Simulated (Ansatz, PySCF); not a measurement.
IIn, charge -1, doublet, geometry from GFN2-xTB (such geometries of metal compounds can be far from the true shape) (a state made from the parent by changing its charge; the spin is typed, not shown lowest) (core potentials on I, In) (in this run its highest filled SCF level lies above zero, so its values depend strongly on the basis, on diffuse functions most of all). Base run: BHANDHLYP/def2-SVPD (PySCF).

Input for PySCF:
```python
from pyscf import gto, scf, dft

mol = gto.Mole()
mol.atom = '''
    In   -0.000000   -0.000000   -1.554794
    I     0.000000    0.000000    1.437451
'''
mol.basis = 'def2-svpd'
mol.ecp = {'I': 'def2-svpd', 'In': 'def2-svpd'}
mol.charge = -1
mol.spin = 1
mol.verbose = 4
mol.build()

mf = dft.UKS(mol)
mf.xc = 'bhandhlyp'
mf.kernel()
```

The same geometry, method and basis name were run in Ansatz (a quantum-chemistry and plane-wave program) and PySCF, at each program's defaults and at the settings that a row names. The base is PySCF at its defaults. Differences at the defaults can come from grids, fitting, cores and function types together.

```csv
code and settings,ΔE vs base (mEh),basis functions,E (Eh),SCF cycles
"PySCF, defaults (exact integrals, its default grid, spherical functions)",0.000,67,-487.81244,13
"Ansatz, defaults (factorised integrals, its default grid, spherical functions)",0.000,67,-487.81244,-
"PySCF, density fitting with def2-universal-jkfit",-0.015,67,-487.81245,13
"PySCF, fine grid",0.001,67,-487.81243,13
"Ansatz, high accuracy",0.000,67,-487.81244,-
```

Open shells are given as the SCF converged; they aren't shown to be the lowest states, and a large step between rows can be another state.
